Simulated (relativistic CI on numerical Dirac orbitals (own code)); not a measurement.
# Spin-allowed bands of a d7 ion in an octahedral site, by hand

Problem. Take Δ = 10400 cm⁻¹ and B = 710 cm⁻¹ for a high-spin d7 ion in an octahedral site. Calculate the three spin-allowed bands.

Working.
1. The terms of highest spin are 4F (energy 0) and 4P (15B = 10650 cm⁻¹). Here the F term splits into A2 at +1.2Δ = 12480, T2 at +0.2Δ = 2080 and T1 at −0.6Δ = -6240 cm⁻¹.
2. The two T1 states mix through the element 0.4Δ: H = [[-6240, 4160], [4160, 10650]], with roots ½(H₁₁ + H₂₂) ∓ ½√[(H₂₂ − H₁₁)² + 4H₁₂²] = ½(4410) ∓ ½(18828) = -7209 and 11619 cm⁻¹.
3. The ground term is 4T1 at -7209 cm⁻¹.
4. Bands: 4T2 9289 cm⁻¹ (1077 nm), 4T1(P) 18828 cm⁻¹ (531 nm), 4A2 19689 cm⁻¹ (508 nm).

Check. Exact diagonalisation of the whole d7 shell with these parameters gives 4T2 9289, 4T1 18828, 4A2 19689 cm⁻¹. The match is exact, since without spin-orbit coupling no other term has this spin. The ratio of the second band to the first, 2.027, depends on Δ/B = 14.6 alone, which is how a Tanabe-Sugano diagram is read.
